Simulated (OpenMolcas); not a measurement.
Mo4+: effect of the IPEA shift

```json
{"Program": "OpenMolcas 26.06", "Basis": "ANO-RCC-VTZP [7s6p4d2f1g]", "Scalar Hamiltonian": "DKH2, point nucleus", "Active space": "8 electrons in 8 orbitals (RAS1 4p, at most 2 holes; RAS2 4d)", "State averaging": "2S+1 = 3 even, 10 roots; 2S+1 = 1 even, 15 roots", "Spin-orbit coupling": "state interaction with AMFI integrals over the reference wave functions, term energies averaged over their components"}
```

Methods on the same reference wave functions:
A. RASSCF
B. SS-RASPT2, IPEA 0 Eh, imaginary shift 0.1 Eh (closed shells correlated: 4s)
C. SS-RASPT2, IPEA 0.25 Eh, imaginary shift 0.1 Eh (closed shells correlated: 4s)

Energies in cm-1 above 4d2 3F2, the measured ground level; measured values from Sugar and Musgrove, J. Phys. Chem. Ref. Data 17, 155 (1988).

| Level | A | B | C | Measured |
| --- | --- | --- | --- | --- |
| 4d2 3F2 | 0.0 | 0.0 | 0.0 | 0.0 |
| 4d2 3F3 | 1598 | 1630 | 1629 | 1578 |
| 4d2 3F4 | 3444 | 3460 | 3460 | 3357 |
| 4d2 1D2 | 11987 | 10120 | 10210 | 10190 |
| 4d2 3P0 | 13209 | 11280 | 11520 | 11161 |
| 4d2 3P1 | 13867 | 11950 | 12190 | 11807 |
| 4d2 3P2 | 15454 | 13550 | 13750 | 13408 |
| 4d2 1G4 | 19921 | 16670 | 16590 | 16354 |
| 4d2 1S0 | 41007 | 37540 | 37620 | 37738 |

Deviations, from unrounded energies. A percentage is the sum of absolute deviations over the sum of measured energies, with the sign that they share, or ± where signs differ.

```json
{"Against measurement": "mean absolute deviation (cm-1)", "Levels": "8", "A": "1900", "B": "140", "C": "200"}
{"Against measurement": "fine structure of the ground term (%)", "Levels": "2", "A": "+2.2", "B": "+3.2", "C": "+3.1"}
{"Against measurement": "other terms of the ground configuration (%)", "Levels": "6", "A": "+14.7", "B": "±1.0", "C": "±1.4"}
```

B lies closest to measurement on these levels and A furthest from it. The largest miss of B in the table is 4d2 1G4, by +320 cm-1. The ranking rests on the paired levels alone, and a cruder setting can come out closer through cancelling errors.

Between B and C the level of the table that moves most is 4d2 3P1, by 240 cm-1 (lowest in B, highest in C). Moves below CASPT2's spread within the term are not significant.

The mean deviations of B to C differ by less than CASPT2's widest spread within a term (610 cm-1), so their order carries little weight.

From A to B the spin-free energies of the other terms of 4d2 shown, above 3F, scale by factors of 0.81 to 0.91, as is usual when dynamic correlation screens the repulsion within a d or f shell.

The lowest spin-free term lies below A's lowest term by 0.209 hartree in B, 0.205 hartree in C.

Term energies are means over components that CASPT2 splits; among the terms shown or strongly mixed into the levels shown the widest spread is 610 cm-1 (4d2 3F, B). Active for correlation alone: 4p; no level in the range computed is led by a configuration that opens it, so any true level of that kind is missing. Without dynamic correlation excited terms often stand tens of per cent too high (terms of higher spin than the ground term too low), and those without a measured partner can miss by more than the paired ones (holds for A). Computed and measured levels are paired by configuration, term and J; levels that our copy of the source lacks, or whose pairing is in doubt (as where it misses far off the trend of its configuration), stay unpaired and out of the deviations. Levels of configurations outside the active space are missing.
